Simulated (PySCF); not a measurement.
CH6Al2Cl2O.
Cartesian coordinates in Å at the PBE0-D3(BJ)/def2-SVP level; atoms count from 1:
```xyz
12
CH6Al2Cl2O angstrom
C     -2.051   -0.980    0.132
O     -1.722    0.368    0.146
Al    -0.375    1.382    0.154
Cl     1.103    0.647    1.780
Al     2.567   -0.102    0.156
Cl     1.121    0.679   -1.471
H     -1.263   -1.615    0.580
H     -2.979   -1.153    0.702
H     -2.222   -1.340   -0.899
H     -0.491    2.942    0.162
H      2.518   -1.679    0.140
H      3.840    0.827    0.174
```

Method used: PBE0-D3(BJ)/def2-SVP geometry optimisation, gas phase in PySCF 2.14.0.

Question: Which atoms are bound to Al3, and at what distances?

Answer: 4 atoms: H10 1.565 Å, O2 1.686 Å, Cl6 2.317 Å, Cl4 2.317 Å. The nearest atom not counted as bound is C1, at 2.90 Å.

Question: List the angles at Al3.

Answer: 
| angle | degrees | distance of the outer atoms (Å) |
| --- | --- | --- |
| O2–Al3–H10 | 122.7 | 2.85 |
| Cl4–Al3–H10 | 111.1 | 3.23 |
| Cl6–Al3–H10 | 110.7 | 3.22 |
| O2–Al3–Cl6 | 109.3 | 3.28 |
| O2–Al3–Cl4 | 108.8 | 3.28 |
| Cl4–Al3–Cl6 | 89.1 | 3.25 |

Question: Describe the arrangement about Al3 in numbers.

Answer: Angles from 89.1° to 122.7°; τ4 = (360° − α − β)/141° = 0.90 with α and β the two widest (0 for a square, 1 for a tetrahedron).

Question: Which atoms are bound to Al5, and at what distances?

Answer: 4 atoms: H12 1.577 Å, H11 1.577 Å, Cl4 2.311 Å, Cl6 2.313 Å. The nearest atom not counted as bound is Al3, at 3.29 Å.

Question: List the angles at Al5.

Answer: 
```json
{"angle": "H11–Al5–H12", "degrees": "127.9", "distance of the outer atoms (Å)": "2.83"}
{"angle": "Cl6–Al5–H12", "degrees": "108.3", "distance of the outer atoms (Å)": "3.18"}
{"angle": "Cl4–Al5–H12", "degrees": "108.2", "distance of the outer atoms (Å)": "3.18"}
{"angle": "Cl4–Al5–H11", "degrees": "108.2", "distance of the outer atoms (Å)": "3.18"}
{"angle": "Cl6–Al5–H11", "degrees": "108.1", "distance of the outer atoms (Å)": "3.18"}
{"angle": "Cl4–Al5–Cl6", "degrees": "89.4", "distance of the outer atoms (Å)": "3.25"}
```

Question: Describe the arrangement about Al5 in numbers.

Answer: Angles from 89.4° to 127.9°; τ4 = (360° − α − β)/141° = 0.88 with α and β the two widest (0 for a square, 1 for a tetrahedron).

Question: What are the other bond lengths?

Answer: C1–O2 1.388 Å; C1–H7, C1–H8, C1–H9 1.105 Å.

Question: Give some angles away from the centre.

Answer: C1–O2–Al3 140.7°, Al3–Cl4–Al5 90.8°.

Question: What are the rotational constants (commonest isotopes, rigid rotor)?

Answer: A = 1897, B = 1152, C = 927.3 MHz: an asymmetric top.

Charge 0, singlet. PBE0-D3(BJ)/def2-SVP frequencies: not computed here.

One conformer stands for the species.
